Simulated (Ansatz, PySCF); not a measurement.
System: GeBr, net charge 0, doublet state. 
Geometry from a B3LYP-D3(BJ)/def2-TZVP (Ansatz, a quantum-chemistry and plane-wave program) optimisation:
```xyz
2

Ge     0.0000     0.0000    -1.2291
Br     0.0000     0.0000     1.1237
```
Charge 0, spin multiplicity 2.

Dipole moments at this geometry, in debye (magnitudes).

| level | program | dipole (D) |
|---|---|---|
| PBE/def2-TZVPD | Ansatz | 1.46 |
| TPSS/def2-TZVPD | PySCF | 1.51 |
| B97M-V/def2-TZVPD | Ansatz | 1.64 |
| B3LYP/def2-TZVPD | Ansatz | ___ |
| BHLYP/def2-TZVPD | Ansatz | 1.93 |
| TPSSh/def2-TZVPD | PySCF | 1.60 |
| HSE06/def2-TZVPD | Ansatz | 1.68 |
| LC-wPBE/def2-TZVPD | Ansatz | 1.92 |
| wB97M-V/def2-TZVPD | Ansatz | 1.89 |
| CCSD(T)/aug-cc-pVDZ | Ansatz | ___ |

Complete the blanks.


- B3LYP/def2-TZVPD, dipole (D): 1.70
- CCSD(T)/aug-cc-pVDZ, dipole (D): 1.67
